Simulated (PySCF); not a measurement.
# Electron correlation in B (boron, neutral)

[He] 2s2 3s1, 2S determinant (an excited configuration). All numbers are calculated (PySCF 2.14, the non-relativistic Hamiltonian (point nucleus), in dyall-av2z (11s7p2d, 42 functions)). Frozen: 1s2; 3 electrons correlated; the 8 highest virtual orbitals of each spin left out.

| level | correlation energy (mhartree) |
| --- | --- |
| CCSD | -69.05 |
| (T) | -0.72 |
| CCSD(T) | -69.77 |
| CCSDT | -70.12 |

Diagnostics: T1 = 0.014, D1 = 0.0296, largest double amplitude 0.139.

The outer electron is Rydberg-like, and this basis confines it to a smaller radius and binds it less than a complete one would.

Cost of the coupled-cluster step: of the order of 0.5 core-seconds, for 3 correlated electrons.
